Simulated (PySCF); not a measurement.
Species: C3H8O3Si.
Bonds: O1–Si2, Si2–O3, O3–C4, C4–C5, C5–C6, C6–O7, Si2–O7. Hydrogens: H8 on O1; H9 on Si2; H10, H11 on C4; H12, H13 on C5; H14, H15 on C6.

The same species was optimised twice, with GFN2-xTB and with PBE0-D3(BJ)/def2-SVP (PySCF), and the same property calculations (PySCF, gas phase) were run on both structures.

| coordinate | GFN2-xTB | PBE0-D3(BJ)/def2-SVP | change |
| --- | --- | --- | --- |
| O1–Si2 (Å) | 1.607 | 1.641 | +0.034 |
| Si2–O3 (Å) | 1.634 | 1.661 | +0.027 |
| Si2–O7 (Å) | 1.634 | 1.660 | +0.026 |
| O3–C4 (Å) | 1.402 | 1.410 | +0.008 |
| C6–O7 (Å) | 1.402 | 1.410 | +0.008 |
| C4–C5 (Å) | 1.527 | 1.521 | -0.006 |
| C5–C6 (Å) | 1.527 | 1.521 | -0.006 |
| Si2–O7–C6 (°) | 120.1 | 122.5 | +2.4 |
| Si2–O3–C4 (°) | 119.9 | 122.3 | +2.4 |
| O3–Si2–O7 (°) | 106.8 | 105.2 | -1.6 |
| C4–C5–C6 (°) | 110.8 | 112.2 | +1.4 |
| C5–C6–O7 (°) | 111.9 | 112.2 | +0.3 |
| O1–Si2–O3 (°) | 111.2 | 111.0 | -0.2 |
| O3–C4–C5 (°) | 111.9 | 112.1 | +0.2 |
| O1–Si2–O7 (°) | 111.1 | 111.1 | 0.0 |

Rotational constants: A = 3970, B = 1998, C = 1500 MHz (GFN2-xTB) against A = 3849, B = 1947, C = 1478 MHz (PBE0-D3(BJ)/def2-SVP). Point groups within 0.08 Å: Cs and Cs.

On the GFN2-xTB structure: lowest singlet, TDDFT (eV) 7.32 [B3LYP/def2-SVPD]; isotropic polarisability (au) 66.8 [B3LYP/def2-SVPD]; HOMO (eV) -7.97 [B3LYP/def2-SVPD]; LUMO (eV) 0.19 [B3LYP/def2-SVPD]; dipole (D) 2.85 [B3LYP/def2-SVPD]; HOMO (eV) -8.14 [PBE0/pcSseg-1]; LUMO (eV) 1.24 [PBE0/pcSseg-1]; dipole (D) 2.95 [PBE0/pcSseg-1]; GIAO shielding of O1 (ppm) 282.8 [PBE0/pcSseg-1]; GIAO shielding of Si2 (ppm) 407.9 [PBE0/pcSseg-1]; GIAO shielding of O3/O7 (mean) (ppm) 273.8 [PBE0/pcSseg-1]; GIAO shielding of C4/C6 (mean) (ppm) 119.9 [PBE0/pcSseg-1]; GIAO shielding of C5 (ppm) 150.9 [PBE0/pcSseg-1].

Problem. What do these properties become on the PBE0-D3(BJ)/def2-SVP structure?

Solution. 
```json
{"property": "lowest singlet, TDDFT (eV)", "level": "B3LYP/def2-SVPD", "on GFN2-xTB": "7.32", "on PBE0-D3(BJ)/def2-SVP": "7.28", "change": "-0.04"}
{"property": "isotropic polarisability (au)", "level": "B3LYP/def2-SVPD", "on GFN2-xTB": "66.8", "on PBE0-D3(BJ)/def2-SVP": "68.5", "change": "+1.7"}
{"property": "HOMO (eV)", "level": "B3LYP/def2-SVPD", "on GFN2-xTB": "-7.97", "on PBE0-D3(BJ)/def2-SVP": "-8.00", "change": "-0.03"}
{"property": "LUMO (eV)", "level": "B3LYP/def2-SVPD", "on GFN2-xTB": "0.19", "on PBE0-D3(BJ)/def2-SVP": "0.13", "change": "-0.06"}
{"property": "dipole (D)", "level": "B3LYP/def2-SVPD", "on GFN2-xTB": "2.85", "on PBE0-D3(BJ)/def2-SVP": "2.97", "change": "+0.12"}
{"property": "energy, GFN2-xTB geometry as zero (kcal/mol)", "level": "B3LYP/def2-SVPD", "on GFN2-xTB": "0.0", "on PBE0-D3(BJ)/def2-SVP": "-2.8", "change": "-2.8"}
{"property": "HOMO (eV)", "level": "PBE0/pcSseg-1", "on GFN2-xTB": "-8.14", "on PBE0-D3(BJ)/def2-SVP": "-8.17", "change": "-0.03"}
{"property": "LUMO (eV)", "level": "PBE0/pcSseg-1", "on GFN2-xTB": "1.24", "on PBE0-D3(BJ)/def2-SVP": "1.20", "change": "-0.04"}
{"property": "dipole (D)", "level": "PBE0/pcSseg-1", "on GFN2-xTB": "2.95", "on PBE0-D3(BJ)/def2-SVP": "3.08", "change": "+0.13"}
{"property": "energy, GFN2-xTB geometry as zero (kcal/mol)", "level": "PBE0/pcSseg-1", "on GFN2-xTB": "0.0", "on PBE0-D3(BJ)/def2-SVP": "-1.4", "change": "-1.4"}
{"property": "GIAO shielding of O1 (ppm)", "level": "PBE0/pcSseg-1", "on GFN2-xTB": "282.8", "on PBE0-D3(BJ)/def2-SVP": "272.9", "change": "-9.9"}
{"property": "GIAO shielding of Si2 (ppm)", "level": "PBE0/pcSseg-1", "on GFN2-xTB": "407.9", "on PBE0-D3(BJ)/def2-SVP": "405.8", "change": "-2.1"}
{"property": "GIAO shielding of O3/O7 (mean) (ppm)", "level": "PBE0/pcSseg-1", "on GFN2-xTB": "273.8", "on PBE0-D3(BJ)/def2-SVP": "270.1", "change": "-3.7"}
{"property": "GIAO shielding of C4/C6 (mean) (ppm)", "level": "PBE0/pcSseg-1", "on GFN2-xTB": "119.9", "on PBE0-D3(BJ)/def2-SVP": "118.1", "change": "-1.8"}
{"property": "GIAO shielding of C5 (ppm)", "level": "PBE0/pcSseg-1", "on GFN2-xTB": "150.9", "on PBE0-D3(BJ)/def2-SVP": "149.8", "change": "-1.1"}
```

The heavy atoms differ by 0.054 Å rms after alignment. Among bonds between heavy atoms O1–Si2 changes most (+0.034 Å). Changes are differences of the printed values. Neither structure is proved a minimum here.
